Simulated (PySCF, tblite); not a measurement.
Isomers of C5H15N2PSi. Calculated harmonic vibrations of the isolated species, GFN2-xTB (tblite), most abundant isotopes, no scaling. Against measured fundamentals such values can be off by several per cent, at times by over 20. Modes of hydrogen on phosphorus and silicon can be 10 to 20 % off. One conformer each.

Electronic energies: PBE0/pcSseg-1 single points on the GFN2-xTB geometries (PySCF, gas phase).

| SMILES | electronic energy, lowest = 0 (kcal/mol) |
| --- | --- |
| C=N[Si@](N)(P)C(C)(C)C | 0.0 |
| C[SiH2]P1N(C)CCN1C | 29.5 |
| C[C@@H]1[C@@H]([SiH3])[P@]1(=N)N(C)C | 63.5 |

**Question.** How do GFN2-xTB zero-point energies change the relative energies?

**Answer.** 
```tsv
SMILES	ZPE (kcal/mol)	of it from modes above 1550 cm⁻¹	electronic (kcal/mol)	with ZPE, lowest = 0 (kcal/mol)	lowest mode (cm⁻¹)	rings
C=N[Si@](N)(P)C(C)(C)C	121.8	66.3	0.0	0.0	30	0
C[SiH2]P1N(C)CCN1C	122.6	61.0	29.5	30.4	24	1
C[C@@H]1[C@@H]([SiH3])[P@]1(=N)N(C)C	119.0	61.4	63.5	60.8	58	1
```

The zero-point energies span 3.6 kcal/mol, from `C[C@@H]1[C@@H]([SiH3])[P@]1(=N)N(C)C` to `C[SiH2]P1N(C)CCN1C`. The order is unchanged.

**Question.** And how do the electronic energies of GFN2-xTB itself compare?

**Answer.** `C=N[Si@](N)(P)C(C)(C)C` 20.4; `C[SiH2]P1N(C)CCN1C` 0.0; `C[C@@H]1[C@@H]([SiH3])[P@]1(=N)N(C)C` 39.7 kcal/mol, lowest = 0. Against the energies above, taken from the same isomer `C=N[Si@](N)(P)C(C)(C)C`, the largest difference is 49.9 kcal/mol.
